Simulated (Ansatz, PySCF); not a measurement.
Dissociation curve of Al2, triplet.

Methods: ROCCSDT(Q) = CCSDT(Q)/B on ROHF/cc-pVTZ, frozen core in Ansatz (a quantum-chemistry and plane-wave program); UHF/3-21G = unrestricted Hartree-Fock/3-21G run with PySCF; UKS-B3LYP/6-31G* = unrestricted B3LYP/6-31G*, spherical d (PySCF 2.14.0); UCCSD = CCSD on UHF/cc-pVTZ, frozen core (Ansatz).

Energies are in kJ/mol, each relative to the lowest point of its own curve near equilibrium.

```json
[
 {"R / Å": "2.59", "ROCCSDT(Q)": "4.3", "UHF/3-21G": "11.0", "UKS-B3LYP/6-31G*": "5.6", "UCCSD": "4.3"},
 {"R / Å": "2.63", "ROCCSDT(Q)": "2.1", "UHF/3-21G": "7.3", "UKS-B3LYP/6-31G*": "3.1", "UCCSD": "2.1"},
 {"R / Å": "2.73", "ROCCSDT(Q)": "0.0", "UHF/3-21G": "1.6", "UKS-B3LYP/6-31G*": "0.0", "UCCSD": "0.0"},
 {"R / Å": "2.81", "ROCCSDT(Q)": "1.1", "UHF/3-21G": "0.0", "UKS-B3LYP/6-31G*": "0.2", "UCCSD": "1.2"},
 {"R / Å": "2.92", "ROCCSDT(Q)": "5.6", "UHF/3-21G": "0.8", "UKS-B3LYP/6-31G*": "3.2", "UCCSD": "5.8"},
 {"R / Å": "3.04", "ROCCSDT(Q)": "13.2", "UHF/3-21G": "4.7", "UKS-B3LYP/6-31G*": "9.0", "UCCSD": "13.6"},
 {"R / Å": "3.16", "ROCCSDT(Q)": "22.3", "UHF/3-21G": "10.7", "UKS-B3LYP/6-31G*": "16.4", "UCCSD": "23.1"},
 {"R / Å": "3.39", "ROCCSDT(Q)": "41.7", "UHF/3-21G": "22.7", "UKS-B3LYP/6-31G*": "32.8", "UCCSD": "45.3"},
 {"R / Å": "3.67", "ROCCSDT(Q)": "64.7", "UHF/3-21G": "33.8", "UKS-B3LYP/6-31G*": "53.3", "UCCSD": "71.0"},
 {"R / Å": "4.16", "ROCCSDT(Q)": "96.2", "UHF/3-21G": "45.8", "UKS-B3LYP/6-31G*": "85.7", "UCCSD": "98.5"},
 {"R / Å": "4.51", "ROCCSDT(Q)": "111.5", "UHF/3-21G": "51.2", "UKS-B3LYP/6-31G*": "103.9", "UCCSD": "107.6"},
 {"R / Å": "4.88", "ROCCSDT(Q)": "121.9", "UHF/3-21G": "55.1", "UKS-B3LYP/6-31G*": "114.6", "UCCSD": "112.9"},
 {"R / Å": "5.43", "ROCCSDT(Q)": "129.2", "UHF/3-21G": "59.0", "UKS-B3LYP/6-31G*": "121.8", "UCCSD": "116.9"},
 {"R / Å": "6.01", "ROCCSDT(Q)": "132.1", "UHF/3-21G": "61.3", "UKS-B3LYP/6-31G*": "125.0", "UCCSD": "118.9"},
 {"R / Å": "6.83", "ROCCSDT(Q)": "133.7", "UHF/3-21G": "62.7", "UKS-B3LYP/6-31G*": "126.7", "UCCSD": "120.1"},
 {"R / Å": "7.43", "ROCCSDT(Q)": "134.1", "UHF/3-21G": "63.1", "UKS-B3LYP/6-31G*": "127.1", "UCCSD": "120.5"},
 {"R / Å": "8.29", "ROCCSDT(Q)": "134.4", "UHF/3-21G": "63.4", "UKS-B3LYP/6-31G*": "127.3", "UCCSD": "120.8"}
]
```

At the longest distance, 8.29 Å, ROCCSDT(Q) lies highest above its minimum (134.4 kJ/mol) and UHF/3-21G lowest (63.4 kJ/mol).

The scan ran from 2.17 to 8.29 Å; beyond the distances shown full CI changes its symmetry label. The T1 diagnostic of CCSD on the restricted reference of ROCCSDT(Q) exceeds 0.045 at 3.67 Å.
